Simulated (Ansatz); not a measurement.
Coupled-cluster run, AlBrH3N, SMILES `[NH2][AlH][Br]`.

```yaml
crystal:
  periodic: [false, false, false]
  atoms:
    - {symbol: N, position_ang: [-0.538598, 0.312041, -0.786977]}
    - {symbol: Al, position_ang: [0.365172, -0.087983, 0.664593]}
    - {symbol: Br, position_ang: [1.476993, -2.053217, 0.688523]}
    - {symbol: H, position_ang: [-1.070311, 1.158633, -0.909725]}
    - {symbol: H, position_ang: [-0.597928, -0.268198, -1.607785]}
    - {symbol: H, position_ang: [0.406770, 0.874724, 1.905171]}
basis:
  gaussian: {orbitals: def2-TZVPP}
correlation: {method: ccsd_t}
output: {orbitals: {seedname: orbitals}}
```

```sh
$ ansatz run in.yaml --threads 2 --pin off --events-out ev --progress --plain
```

Log, shortened:

```
Functional definition: HF
1000 factors; integrals over basis functions are off by at most 1.3e-3 eV
mean field evaluation 1: about -78112.0265 eV, gradient 3.7e1 eV
mean field evaluation 2: about -78112.1163 eV, gradient 3.7e1 eV
mean field evaluation 4: about -78115.0858 eV, gradient 2.4e0 eV
mean field evaluation 8: about -78115.1227 eV, gradient 2.3e-1 eV
mean field -78115.12289133 eV, -2870.6778179244 hartree, gradient 5.6e-6 eV, S^2 0.000000; 0 other end points of the search recorded, 0 dependent functions left out
15 core orbitals not correlated: weight in the atoms' cores, before any rotation towards them, 0.999 or more for the frozen orbitals, at most 0.001 for the correlated occupied ones
reference -78115.12289133 eV, -2870.6778179244 hartree; 14, 14 occupied and 134, 134 virtual orbitals, 1000 factors
second order -15.44280744 eV of doubles, -0.00000000 eV of singles
cycle   1  -15.64103904 eV  change   -2.0e-1 eV  update   7.2e-2
cycle   2  -15.99650518 eV  change   -3.6e-1 eV  update   2.1e-2
cycle   3  -16.04443731 eV  change   -4.8e-2 eV  update   1.0e-2
cycle   4  -16.03493499 eV  change    9.5e-3 eV  update   2.8e-3
cycle   5  -16.03588780 eV  change   -9.5e-4 eV  update   1.4e-3
cycle   6  -16.03594638 eV  change   -5.9e-5 eV  update   4.1e-4
cycle   7  -16.03574577 eV  change    2.0e-4 eV  update   1.5e-4
cycle   8  -16.03578544 eV  change   -4.0e-5 eV  update   4.5e-5
cycle   9  -16.03578721 eV  change   -1.8e-6 eV  update   1.3e-5
perturbative correction -0.55165270 eV, -0.0202728629 hartree
Total energy: -78131.71033124 eV, -2871.2873950978 hartree
```

Run time 42 s (2 threads of a server CPU on a shared host); peak host memory 1.2 GiB.

The correlation energy is -16.587 eV, 3.3 % of it from (T); the T1 diagnostic reads 0.0083.
